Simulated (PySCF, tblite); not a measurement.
A database entry of computed molecular properties. Lists by class give the value and the number of equivalent atoms.

```json
{
 "formula": "C8H15P",
 "smiles": "C#CP(C(C)C)C(C)C",
 "inchi": "InChI=1S/C8H15P/c1-6-9(7(2)3)8(4)5/h1,7-8H,2-5H3",
 "charge": 0,
 "multiplicity": 1,
 "geometry_level": "GFN2-xTB",
 "atoms_angstrom": [
  ["C", 0.646, 2.337, 1.812],
  ["C", 0.338, 1.25, 1.398],
  ["P", -0.145, -0.396, 0.973],
  ["C", 1.324, -0.811, -0.132],
  ["C", 1.613, 0.193, -1.24],
  ["C", 2.535, -0.971, 0.785],
  ["C", -1.468, 0.088, -0.278],
  ["C", -2.651, 0.667, 0.492],
  ["C", -1.893, -1.132, -1.087],
  ["H", 0.921, 3.301, 2.128],
  ["H", 1.096, -1.789, -0.578],
  ["H", 2.545, -0.07, -1.74],
  ["H", 1.719, 1.195, -0.827],
  ["H", 0.825, 0.204, -1.99],
  ["H", 2.792, -0.014, 1.236],
  ["H", 3.396, -1.333, 0.226],
  ["H", 2.321, -1.678, 1.586],
  ["H", -1.068, 0.862, -0.944],
  ["H", -3.433, 0.986, -0.196],
  ["H", -3.07, -0.08, 1.165],
  ["H", -2.339, 1.526, 1.084],
  ["H", -1.069, -1.521, -1.682],
  ["H", -2.24, -1.922, -0.422],
  ["H", -2.708, -0.872, -1.762]
 ],
 "electronic_structure_code": "PySCF",
 "results": {
  "GFN2-xTB geometry": {
   "point_group": "C1",
   "rotational_constants_GHz": [1.672, 1.13, 0.841]
  },
  "PBE0/pcSseg-1 ground state and GIAO shieldings, non-relativistic": {
   "dipole_D": 1.41,
   "homo_eV": -6.6,
   "lumo_eV": 0.19,
   "shift_vs_computed_TMS_C_by_class_ppm": [
    [102.4, 1],
    [89.8, 1],
    [30.7, 2],
    [21.1, 4]
   ],
   "shift_vs_computed_TMS_H_by_class_ppm": [
    [2.36, 1],
    [1.92, 2],
    [1.26, 12]
   ],
   "shielding_other_nuclei_by_class_ppm": [
    ["P", 353.8, 1]
   ],
   "charges_hirshfeld_e_by_atom": [-0.1, -0.1, 0.19, -0.05, -0.12, -0.12, -0.06, -0.12, -0.12, 0.09, 0.04, 0.04, 0.03, 0.04, 0.03, 0.04, 0.04, 0.03, 0.04, 0.04, 0.03, 0.04, 0.04, 0.04]
  },
  "GFN2-xTB harmonic vibrations, gas phase": {
   "strongest_ir_bands_cm-1_km_per_mol_modes": [
    [674.8, 40.0, 1],
    [2893.8, 34.0, 1],
    [3009.4, 178.9, 2],
    [3012.5, 35.9, 2],
    [3018.4, 55.8, 1],
    [3027.0, 43.7, 1]
   ],
   "zpe_kcal_per_mol": 128.6
  }
 }
}
```

The zero-point energy, half the sum of the 66 harmonic wavenumbers, equals 44990 cm⁻¹ or 538 kJ/mol. With B = h/(8π²I), that is 505.379 GHz u Å² over I, the principal moments of inertia are 302.2, 447.3 and 600.9 u Å² (most abundant isotopes). The rotational constants make it an asymmetric top with κ = (2B − A − C)/(A − C) = -0.31, nearer the prolate limit (−1). The dipole matches unit charges of opposite sign 0.29 Å apart (1 e·Å = 4.8032 D).

 NMR classes are plain means over equivalent atoms (diastereotopic ones count apart unless rotation or inversion swaps them), as if these changed places fast; in this geometry the members of some classes differ.

The values belong to the conformer `[CH:1]#[C:2][P:3]([CH:4]([CH3:5])[CH3:6])[CH:7]([CH3:8])[CH3:9]`: C2–P3–C4–C5 -52°, C2–P3–C7–C8 -72°.
